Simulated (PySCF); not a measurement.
Computed IR spectrum (relative IR intensity) of a molecule C3H7BN2. Geometry: ωB97X-D3(BJ)/def2-SVP. Other conformers were not sampled. Calculation: ωB97X-D3(BJ)/def2-SVP (PySCF). No scaling factor is applied to the harmonic values.

```csv
ν (cm⁻¹),relative intensity
168,6.4
307,48
341,20
417,20
504,12
736,20
997,2.8
1074,2.1
1114,4.1
1239,16
1370,17
1390,25
1478,9.7
1522,35
1615,100
1687,31
3025,22
3061,12
3197,4.4
3224,4.7
3662,15
3712,9.0
3765,9.9
```

### Question
Which molecule gave these data?
A. NB1C=NCC1
B. C=C1CNB1N
C. C#CB(N)NC
D. NB1C=CCN1

### Answer
D, NB1C=CCN1
